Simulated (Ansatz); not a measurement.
ClFH$_{6}$N$_{2}$SSi$_{2}$ (`N[Si@H](F)S[Si@@H](N)Cl`) at its PBE0-D4/def2-TZVP geometry, where that method's forces vanish. The species carries charge 0 and has multiplicity 1.

```xyz
13

N    -0.6799    0.9547   -1.6073
Si    0.3627   -0.3801   -1.6534
F    -0.5639   -1.6701   -1.4865
S     1.8474   -0.2084   -0.1459
Si    0.6052    0.3019    1.5099
N    -0.6721   -0.7973    1.6240
Cl    1.9164    0.3058    3.1061
H    -1.6022    0.9211   -2.0083
H    -0.3375    1.8927   -1.4907
H     1.1245   -0.6142   -2.9005
H     0.0536    1.6696    1.4595
H    -0.5563   -1.7776    1.4296
H    -1.4977   -0.5982    2.1635
```

Question: What forces (eV/Å) does PBE-D4/def2-TZVPP give on these atoms in Ansatz 0.2.0? (An estimate is asked.)

Answer: Computed: 
```
N1  -0.039  0.009  0.101
Si2  0.348  0.206 -0.079
F3  -0.387 -0.540  0.050
S4   0.335 -0.030 -0.025
Si5  0.079  0.149 -0.056
N6  -0.080  0.022 -0.104
Cl7  0.203  0.012  0.239
H8  -0.315  0.010 -0.142
H9   0.095  0.324  0.042
H10  0.104 -0.037 -0.152
H11 -0.082  0.160 -0.004
H12  0.029 -0.333 -0.060
H13 -0.291  0.050  0.189
```
